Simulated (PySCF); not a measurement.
Working out the ionisation energy of Mn

Mn [Ar] 3d5 4s2 (6S) → Mn⁺ [Ar] 3d5 4s1 (7S). All numbers are calculated (PySCF 2.14, the spin-free X2C one-electron Hamiltonian (Gaussian nucleus), in x2c-TZVPall). Frozen: [Ar]. Energies in hartree (1 hartree = 27.21139 eV):

```
             part    Mn (lower)   Mn⁺ (upper)
              UHF  -1157.374397  -1157.152926
MP2 opposite-spin     -0.031329      0.000000
    MP2 same-spin     -0.067534     -0.067928
```

Q: What does Hartree-Fock give?

A: (-1157.152926) − (-1157.374397) = 0.221471 hartree = 6.027 eV.

Q: What do MP2 and SCS-MP2 (6/5 opposite-spin, 1/3 same-spin) give?

A: The opposite-spin parts differ by 0.853 eV and the same-spin parts by -0.011 eV. MP2: 6.027 + (0.853) + (-0.011) = 6.869 eV. SCS-MP2: 6.027 + 1.2 × (0.853) + (-0.011)/3 = 7.047 eV.

Measured between the centres of the two terms (NIST): 7.434 eV, so MP2 (valence) is off by -0.565 eV.

What remains against the reference includes basis incompleteness, the frozen core and correlation beyond second order.
